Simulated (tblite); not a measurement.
Compound: C3H9BN2O.
Atom-mapped SMILES: `[CH3:1][CH2:2][N:3]([BH:4][NH2:5])[CH:6]=[O:7]` (hydrogens: H8, H9, H10 on C1; H11, H12 on C2; H13 on B4; H14, H15 on N5; H16 on C6)

Computed with GFN2-xTB (tblite), gas phase: L-BFGS steps from a force-field or distance-geometry start until the largest atomic force falls under 0.01 eV/Å.

Step 40: E = -604.2610 eV
```
atom  x, y, z in Å  |  force x, y, z in eV/Å
C1     -0.6163    1.8134    0.1053    0.032   0.040   0.045
C2     -0.6770    0.6848   -0.9455   -0.015   0.201   0.115
N3     -0.2567   -0.5642   -0.3488   -0.015   0.075  -0.057
B4      1.1725   -0.9604   -0.3661    0.007  -0.036   0.030
N5      1.9115   -0.8931    0.7911   -0.106  -0.023  -0.061
C6     -1.1154   -1.3326    0.3283   -0.128   0.117   0.099
O7     -0.8079   -2.3277    0.9457   -0.140  -0.101   0.060
H8     -0.1855    2.7295   -0.2951   -0.062  -0.081  -0.081
H9     -1.5993    2.0548    0.5097    0.078  -0.122  -0.050
H10     0.0175    1.4769    0.9250   -0.037   0.124  -0.012
H11    -1.6912    0.5980   -1.3504    0.056  -0.067   0.033
H12     0.0049    0.9097   -1.7673    0.009  -0.041  -0.021
H13     1.6226   -1.3318   -1.3765    0.183   0.073  -0.075
H14     2.8393   -1.2567    0.8819    0.272  -0.063  -0.080
H15     1.5398   -0.6215    1.6848   -0.190  -0.015   0.037
H16    -2.1664   -0.9699    0.2666    0.057  -0.080   0.018
```

Step 41: E = -604.2696 eV
```
atom  x, y, z in Å  |  force x, y, z in eV/Å
C1     -0.6285    1.8219    0.0881    0.055   0.083   0.164
C2     -0.6858    0.6927   -0.9589    0.009   0.160   0.121
N3     -0.2455   -0.5475   -0.3598    0.017  -0.014   0.008
B4      1.1829   -0.9467   -0.3729    0.116  -0.029   0.151
N5      1.9000   -0.9329    0.8068   -0.189  -0.023  -0.271
C6     -1.0888   -1.3142    0.3399   -0.075   0.080   0.186
O7     -0.7592   -2.2926    0.9755   -0.243  -0.020  -0.012
H8     -0.2336    2.7548   -0.3144   -0.140  -0.122  -0.111
H9     -1.6060    2.0245    0.5324    0.159  -0.101  -0.113
H10     0.0458    1.5052    0.8848   -0.059   0.105  -0.017
H11    -1.7025    0.5890   -1.3522    0.056  -0.042   0.004
H12    -0.0088    0.9163   -1.7832    0.007   0.005  -0.074
H13     1.6431   -1.2842   -1.3946    0.170   0.111   0.025
H14     2.8154   -1.3231    0.9130    0.266  -0.055  -0.110
H15     1.5076   -0.6931    1.7006   -0.212  -0.016   0.020
H16    -2.1436   -0.9610    0.2834    0.063  -0.121   0.029
```

Q: Estimate the geometry and energy of step 42. (The exact step hangs on the optimiser's Hessian estimate; all steps are aligned on step 41, rigid shifts and turns removed.)

A: E = -604.2833 eV, largest force 0.325 eV/Å
```
atom  x, y, z in Å  |  force x, y, z in eV/Å
C1     -0.6361    1.8300    0.0764    0.080   0.049   0.173
C2     -0.6890    0.6979   -0.9618    0.064   0.030   0.058
N3     -0.2378   -0.5371   -0.3608    0.082  -0.079   0.064
B4      1.1904   -0.9406   -0.3758    0.115   0.008   0.045
N5      1.8906   -0.9633    0.8138   -0.176  -0.009  -0.273
C6     -1.0748   -1.3005    0.3504   -0.021   0.097   0.183
O7     -0.7368   -2.2703    0.9934   -0.270  -0.084   0.026
H8     -0.2674    2.7692   -0.3276   -0.183  -0.028  -0.201
H9     -1.6052    1.9983    0.5451    0.075  -0.026  -0.093
H10     0.0642    1.5393    0.8548    0.029   0.005   0.097
H11    -1.7048    0.5744   -1.3488    0.028   0.018  -0.030
H12    -0.0116    0.9101   -1.7871   -0.004   0.079  -0.125
H13     1.6614   -1.2397   -1.4104    0.120   0.132   0.145
H14     2.8040   -1.3576    0.9273    0.236  -0.043  -0.101
H15     1.4744   -0.7489    1.7041   -0.171  -0.040  -0.001
H16    -2.1287   -0.9520    0.2957   -0.004  -0.110   0.033
```

The energy changes by -0.0137 eV. The first-order estimate −F·Δx gives -0.0182 eV and the mean of the old and new forces, exact on a quadratic surface, -0.0138 eV. The step makes an angle of 80° with the force vector and moves no atom by more than 0.065 Å.

The cost below is that of the whole relaxation. On one thread, Arm Neoverse N1 (aarch64) (shared host), this took 1.0 s of wall time.
